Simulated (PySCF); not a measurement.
**Dipole moment and polarisability of `N[SiH2]O[SiH](O[SiH3])O[SiH3]`**

Species: H11NO3Si4.
Geometry (PBE0-D3(BJ)/def2-SVP, Å), atoms numbered from 1 in this order:
```xyz
19
H11NO3Si4 angstrom
N      1.7527    0.6833    0.7230
Si     2.2494   -0.2974   -0.6010
O      1.0051   -0.5882   -1.6747
Si    -0.6362   -0.5188   -1.6005
O     -1.1816   -1.5106   -0.4049
Si    -1.2644   -1.9831    1.1756
O     -1.1395    1.0182   -1.2895
Si    -1.2482    2.1692   -0.1015
H      1.8515    1.6903    0.7358
H      1.5001    0.3039    1.6266
H      2.7056   -1.6097   -0.0651
H      3.3162    0.4042   -1.3625
H     -1.1964   -0.9533   -2.8897
H     -1.5770   -3.4385    1.2346
H      0.0451   -1.7400    1.8593
H     -2.3255   -1.2151    1.8906
H     -2.4939    2.9543   -0.3311
H     -1.3124    1.5411    1.2537
H     -0.0801    3.0979   -0.1572
```

Level: CAM-B3LYP/def2-SVPD (PySCF), static field, nuclei fixed, core orbitals frozen in the response. The polarisability tensor in these axes (au):

```
x   118.69  -0.92  -1.87
y    -0.92 117.89  -1.60
z    -1.87  -1.60 109.68
```

Q: What are the eigenvalues, a third of the trace, and Δα (Δα² = ½Σ(αi − αj)² over the three pairs)?

A: Principal values 108.96, 117.93 and 119.36 au; mean 115.42 au = 17.10 Å³ = 19.03 × 10⁻⁴⁰ C²·m²/J; Δα = 9.76 au (8 % of the mean).

Q: What is the dipole moment, and where does it point?

A: (0.45, 0.72, 1.98) D, 2.15 D in size, pointing from the negative to the positive side. Measured along this direction, the outermost atoms are H13 at the negative end and H10 at the positive end.

Q: Along which axes do the principal values lie, and how far do the nuclei extend along each?

A: Largest value along (0.89, -0.45, -0.10), where the nuclei span 6.65 Å; middle along (0.42, 0.87, -0.26), 6.68 Å; least along (0.20, 0.19, 0.96), 5.13 Å. 

Q: Sum over states: ᾱ = Σ f/ω², ω in Eh. What share falls to these 10 lowest TDDFT singlets (eV, f)? 6.86, 0.0615; 7.63, 0.0001; 7.71, 0.0013; 7.82, 0.0101; 7.86, 0.0082; 7.94, 0.0203; 8.03, 0.0060; 8.09, 0.0178; 8.15, 0.0090; 8.30, 0.0080.

A: They add up to 1.90 au, 1.6 % of the 115.42 au; the largest single term is 0.97 au, from the state at 6.86 eV. Terms in order: 0.97, 0.00, 0.02, 0.12, 0.10, 0.24, 0.07, 0.20, 0.10, 0.09 au. Higher excitations give the rest. The strengths listed sum to 0.142.

Q: What depolarisation ratio follows for Rayleigh scattering of linearly polarised light, taking the static tensor?

A: ρ = 3Δα²/(45ᾱ² + 4Δα²) = 285.9/(599468 + 381.2) = 0.000477.

Isolated species at its PBE0-D3(BJ)/def2-SVP geometry (one conformer only).

The run behind these numbers computed excited states and ΔSCF ions as well. The run took 17 min on one thread of an Arm Neoverse N1, on a shared host, and the process peaked at 1.4 GiB of memory.
